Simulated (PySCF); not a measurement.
Spinor energies of Ti (titanium, neutral)

Start: [Ar] 3d3 4s1; 3d5/2 filled at m_j = +1/2, +3/2, +5/2; 4s1/2 filled at m_j = +1/2. Calculated with PySCF 2.14 in x2c-TZVPall-2c (6s7p4d1f, 54 functions): generalised Hartree-Fock with the X2C-1e Hamiltonian and a Gaussian nucleus; one run each with spin-orbit coupling (SO) switched off, then screened by Boettger's factors. This is a chosen level, not necessarily the ground level.

```json
{"spinor shell": "1s1/2", "electrons": "2", "ε, spin-free (eV)": "-5013.6", "ε, screened SO (eV)": "-5013.5", "weight of nominal j (screened SO)": "1.000", "rms radius, screened SO (bohr)": "0.0804"}
{"spinor shell": "2s1/2", "electrons": "2", "ε, spin-free (eV)": "-584.27", "ε, screened SO (eV)": "-584.28", "weight of nominal j (screened SO)": "1.000", "rms radius, screened SO (bohr)": "0.350"}
{"spinor shell": "2p1/2", "electrons": "2", "ε, spin-free (eV)": "-480.06", "ε, screened SO (eV)": "-483.97", "weight of nominal j (screened SO)": "0.996", "rms radius, screened SO (bohr)": "0.318"}
{"spinor shell": "3s1/2", "electrons": "2", "ε, spin-free (eV)": "-74.480", "ε, screened SO (eV)": "-74.489", "weight of nominal j (screened SO)": "1.000", "rms radius, screened SO (bohr)": "1.09"}
{"spinor shell": "3p3/2", "electrons": "4", "ε, spin-free (eV)": "-44.741", "ε, screened SO (eV)": "-45.158", "weight of nominal j (screened SO)": "0.836", "rms radius, screened SO (bohr)": "1.20"}
{"spinor shell": "3p1/2", "electrons": "2", "ε, spin-free (eV)": "-44.741", "ε, screened SO (eV)": "-43.941", "weight of nominal j (screened SO)": "0.672", "rms radius, screened SO (bohr)": "1.20"}
{"spinor shell": "3d5/2", "electrons": "3", "ε, spin-free (eV)": "-7.324", "ε, screened SO (eV)": "-7.321", "weight of nominal j (screened SO)": "0.795", "rms radius, screened SO (bohr)": "2.03"}
{"spinor shell": "4s1/2", "electrons": "1", "ε, spin-free (eV)": "-5.677", "ε, screened SO (eV)": "-5.679", "weight of nominal j (screened SO)": "1.000", "rms radius, screened SO (bohr)": "4.24"}
```

(1) Where does 2p3/2 lie, and what is the 2p spin-orbit splitting (screened SO)?

```csv
quantity,spin-free,screened SO
E (hartree),-852.70481,-852.71066
M_J,5,5
⟨J²⟩,30.010,30.010
⟨L²⟩,12.009,12.011
⟨S²⟩,6.001,6.001
```

Each row is a mean over spinors that exchange with the open shell spreads, by up to 7.712 eV (3p3/2).

Rows whose weight is well below 1 are mixtures of j = l ± 1/2: exchange outweighs spin-orbit coupling there, and the label is only the starting occupation.

Without spin-orbit coupling the j labels of p, d and f shells carry no meaning; the spin-free column gives the mean over the occupied spinors of each nl shell.

Answers

(1) At -478.16 eV, 5.805 eV above 2p1/2.
